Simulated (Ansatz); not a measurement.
A nudged elastic band was laid between two geometries of CH₇NSSi (11 atoms, charge 0, multiplicity 1).

Theory: RKS B3LYP/def2-SVP (Ansatz 0.2.0).

```json
{
  "movable images": "6",
  "climbing image": "no",
  "spring": "5.0 eV/Å²",
  "optimiser": "quadratic models (default)",
  "start path": "through a guess of the saddle point",
  "force threshold": "0.05 eV/Å",
  "iteration limit": "60",
  "end points": "relaxed"
}
```

Image 0:

```xyz
11
Properties=species:S:1:pos:R:3
Si 0.083 -1.076 -0.605
S 1.684 -2.360 0.078
N 0.321 0.542 -0.049
C -0.710 1.504 0.301
H 1.247 0.949 -0.154
H -1.264 -1.476 -0.106
H 0.133 -1.304 -2.081
H 1.525 -2.070 1.392
H -1.654 0.979 0.518
H -0.923 2.238 -0.502
H -0.441 2.074 1.209
```

Image 7:

```xyz
11
Properties=species:S:1:pos:R:3
Si -0.642 -0.947 -0.702
S 2.346 -1.765 0.079
N -1.074 0.250 0.262
C -1.028 1.678 0.270
H 2.663 -0.458 0.222
H -0.971 -2.329 -0.287
H -0.138 -0.873 -2.111
H 1.929 -1.860 1.363
H -2.037 2.096 0.457
H -0.649 2.159 -0.657
H -0.401 2.050 1.105
```

Question: What changes between the two ends?

Answer: Bonds broken: Si1–S2, N3–H5. Bonds formed: S2–H5. CH7NSSi becomes CH5NSi + H2S.

Question: Give the energies along the band, and the barrier.

Answer: The forces met the threshold. The highest image is number 5 of 0 to 7, 253.3 kJ/mol above the first end and 6.7 kJ/mol above the last; the last end lies 246.6 kJ/mol above the first. Neighbouring images differ by up to 2.3 eV, so the band resolves the path poorly. No image climbed, so the highest image needn't sit at the top of the path. The orbitals stay closed-shell, which can raise the energy where a bond breaks towards radicals; this wasn't checked here.

| image | path coordinate (Å) | energy (kJ/mol) | Si1–S2 (Å) | N3–H5 (Å) | S2–H5 (Å) |
| --- | --- | --- | --- | --- | --- |
| 0 | 0.00 | 0.0 | 2.16 | 1.02 | 3.35 |
| 1 | 0.94 | 2.5 | 2.16 | 1.02 | 3.15 |
| 2 | 1.89 | 9.7 | 2.17 | 1.02 | 3.02 |
| 3 | 2.83 | 28.8 | 2.20 | 1.02 | 2.68 |
| 4 | 3.78 | 253.0 | 2.61 | 1.39 | 1.80 |
| 5 | 4.72 | 253.3 | 3.19 | 2.50 | 1.36 |
| 6 | 5.67 | 247.4 | 3.22 | 3.39 | 1.35 |
| 7 | 6.61 | 246.6 | 3.19 | 3.80 | 1.35 |

Question: What is the geometry of the highest image?

Answer: 
```xyz
11
Properties=species:S:1:pos:R:3:forces:R:3
Si -0.611 -0.991 -0.748 -0.07 0.02 -0.01
S 2.405 -1.197 0.273 0.04 0.01 0.03
N -0.838 0.227 0.265 -0.08 0.00 -0.04
C -0.839 1.656 0.175 -0.02 0.00 0.00
H 1.509 -0.381 0.887 0.13 -0.05 0.02
H -0.798 -2.369 -0.244 0.00 0.00 0.00
H -0.365 -0.944 -2.223 0.01 -0.01 -0.01
H 2.089 -2.237 1.079 0.01 0.00 0.01
H -1.833 2.057 0.452 -0.01 0.03 0.00
H -0.587 2.078 -0.820 -0.02 0.01 -0.01
H -0.132 2.102 0.902 0.00 -0.02 0.00
```

Time of the run: 2.6 min on 2 threads of INTEL(R) XEON(R) PLATINUM 8581C CPU @ 2.10GHz (Emerald Rapids), on a shared host, peak memory 0.24 GiB.
